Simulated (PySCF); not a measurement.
Record of a relaxation.

BBrH2.
SMILES with atom numbers: `[BH2:1][Br:2]` (hydrogens: H3, H4 on B1)

Computed by this run: PBE0-D3(BJ)/def2-SVP geometry optimisation, gas phase (PySCF); density fitting, grid level 1; the optimiser is geomeTRIC in internal coordinates, started from a GFN2-xTB structure with every atom displaced at random (about 0.01 Å). The frame can shift and turn from step to step; on so coarse a grid that alone can change the energy by a few meV, and forces under 0.02 eV/Å are noise.

Step 0: E = -70737.1449 eV, largest atomic force 2.088 eV/Å
```
atom  x, y, z in Å  |  force x, y, z in eV/Å
B1     -0.150   -0.013   -0.188   -1.184   1.572  -0.698
Br2     1.632   -0.113   -0.521    1.739  -0.102  -0.328
H3     -0.784    0.924   -0.627    0.173  -0.132   0.036
H4     -0.660   -0.823    0.431   -0.728  -1.337   0.990
```

Step 1: E = -70737.2636 eV, largest atomic force 0.302 eV/Å
```
atom  x, y, z in Å  |  force x, y, z in eV/Å
B1      0.040    0.191   -0.335    0.113  -0.254   0.120
Br2     1.902    0.076   -0.676   -0.119   0.016   0.020
H3     -0.561    1.116   -0.799   -0.066   0.108  -0.048
H4     -0.466   -0.679    0.335    0.073   0.129  -0.092
```

Step 2: E = -70737.2649 eV, largest atomic force 0.050 eV/Å
```
atom  x, y, z in Å  |  force x, y, z in eV/Å
B1      0.040    0.185   -0.337    0.025   0.009   0.043
Br2     1.898    0.079   -0.676   -0.019  -0.003  -0.006
H3     -0.563    1.118   -0.798   -0.010  -0.020  -0.006
H4     -0.461   -0.678    0.336    0.004   0.014  -0.030
```

Step 3: E = -70737.2644 eV, largest atomic force 0.138 eV/Å
```
atom  x, y, z in Å  |  force x, y, z in eV/Å
B1      0.043    0.191   -0.326   -0.046   0.016  -0.130
Br2     1.896    0.079   -0.680    0.036   0.016   0.011
H3     -0.567    1.114   -0.800    0.028  -0.019   0.056
H4     -0.458   -0.680    0.330   -0.018  -0.013   0.062
```

Step 4: E = -70737.2650 eV, largest atomic force 0.042 eV/Å
```
atom  x, y, z in Å  |  force x, y, z in eV/Å
B1      0.042    0.188   -0.332   -0.009   0.008  -0.040
Br2     1.897    0.079   -0.677    0.009   0.008   0.001
H3     -0.565    1.116   -0.799    0.009  -0.013   0.021
H4     -0.459   -0.679    0.333   -0.009  -0.004   0.019
```

Step 5: E = -70737.2651 eV, largest atomic force under 0.02 eV/Å
```
atom  x, y, z in Å  |  force x, y, z in eV/Å
B1      0.041    0.187   -0.334    0.005  -0.001  -0.001
Br2     1.898    0.081   -0.679   -0.001   0.005  -0.003
H3     -0.566    1.115   -0.797   -0.001  -0.001   0.001
H4     -0.458   -0.679    0.334   -0.003  -0.003   0.003
```

Problem. Summarise the path.

Solution. The energy falls by 2.77 kcal/mol from step 0 to step 5; nine tenths of that is first reached at step 1. It rises by more than 0.2 meV at step 3. The largest force goes from 2.088 to under 0.02 eV/Å. Among the bonds B1–Br2 changes most, from 1.816 to 1.891 Å; the atoms move by 0.044 Å rms after alignment.

The cost below is that of the whole optimisation. On Arm Neoverse V1, one thread, on a shared host, this took 4.7 s wall and 0.27 GiB of memory at its peak.
